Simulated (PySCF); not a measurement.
GaHFCl, SMILES [F][GaH][Cl].

Geometry: PBE-D3(BJ)/def2-TZVP.

Calculation: TDDFT-PBE0/def2-SVPD in PySCF.

Vertical excitations. Isolated molecule, no solvent. State labels are in the subgroup Cs.

Question: Give excitation energies, oscillator strengths and character. (Estimate from the structure and the level; the computed values follow.)

Answer: 
```
state  symmetry  energy (eV)  λ (nm)      f                                              main pairs
-----  --------  -----------  ------  -----  ------------------------------------------------------
S1           A"         6.31     196  0.003                                          HOMO→LUMO 99 %
S2           A'         6.82     182  0.031                      HOMO→LUMO+1 73 %, HOMO−1→LUMO 21 %
S3           A'         6.91     179  0.024                      HOMO−1→LUMO 71 %, HOMO→LUMO+1 23 %
S4           A"         6.98     178  0.000                    HOMO−2→LUMO 58 %, HOMO−1→LUMO+1 42 %
S5           A"         7.05     176  0.034                    HOMO−1→LUMO+1 57 %, HOMO−2→LUMO 42 %
S6           A'         7.94     156  0.185                                      HOMO−2→LUMO+1 73 %
S7           A"         8.36     148  0.004                      HOMO−4→LUMO 57 %, HOMO−5→LUMO 39 %
S8           A'         8.39     148  0.007                                        HOMO−3→LUMO 88 %
S9           A"         8.42     147  0.003  HOMO−5→LUMO 56 %, HOMO−4→LUMO 28 %, HOMO−3→LUMO+1 14 %
S10          A"         8.53     145  0.055                    HOMO−3→LUMO+1 79 %, HOMO−4→LUMO 13 %
T1           A"         6.10     203      0                                          HOMO→LUMO 91 %
T2           A'         6.26     198      0                                        HOMO→LUMO+1 85 %
T3           A'         6.28     197      0                                        HOMO−1→LUMO 95 %
T4           A"         6.57     189      0                    HOMO−1→LUMO+1 53 %, HOMO−2→LUMO 41 %
```
Triplets are in the Tamm–Dancoff approximation, which puts them higher than full response would, so one can lie above its singlet here.
